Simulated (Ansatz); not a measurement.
CH7N3OW (`C[N]=[W]([NH2])([NH2])=[O]`). The species carries charge 0 and has multiplicity 1. W: def2 effective core potential. All single points use the PBE0-D4/def2-TZVP geometry. It is one conformer, not always the lowest.

```xyz
13

C     2.063   -1.107    0.286
N     0.754   -0.572    0.166
W    -0.426    0.669   -0.219
N    -1.394    1.023    1.444
N    -1.567   -0.091   -1.616
O     0.256    2.137   -0.793
H     2.257   -1.405    1.322
H     2.165   -2.003   -0.336
H     2.834   -0.390   -0.015
H    -1.372    0.437    2.262
H    -1.872    1.892    1.627
H    -2.093    0.475   -2.264
H    -1.604   -1.066   -1.865
```

Q: What is the dipole moment at B3LYP/def2-TZVPP? (Best estimate.)

A: Computed: 2.77 D, with components (-1.58, -2.11, 0.86) D in this frame, pointing from negative to positive charge.

Q: And with PBE, r2SCAN, ωB97M-V? (Best estimate.)

A: Computed: PBE 2.65 D, r2SCAN 2.73 D, ωB97M-V 2.77 D.

Q: Give the Mulliken charges with B3LYP, ωB97M-V, PBE in def2-TZVPP. (An estimate is asked.)

A: Computed: 
| atom | B3LYP | ωB97M-V | PBE |
| --- | --- | --- | --- |
| C1 | -0.13 | -0.19 | -0.14 |
| N2 | -0.37 | -0.37 | -0.30 |
| W3 | 0.93 | 0.94 | 0.71 |
| N4 | -0.45 | -0.42 | -0.42 |
| N5 | -0.45 | -0.42 | -0.42 |
| O6 | -0.45 | -0.44 | -0.38 |
| H7 | 0.10 | 0.12 | 0.10 |
| H8 | 0.10 | 0.12 | 0.10 |
| H9 | 0.10 | 0.12 | 0.10 |
| H10 | 0.16 | 0.14 | 0.17 |
| H11 | 0.15 | 0.13 | 0.16 |
| H12 | 0.15 | 0.13 | 0.16 |
| H13 | 0.16 | 0.14 | 0.17 |

B3LYP here is the variant with VWN-RPA as its local correlation; programs differ in this.
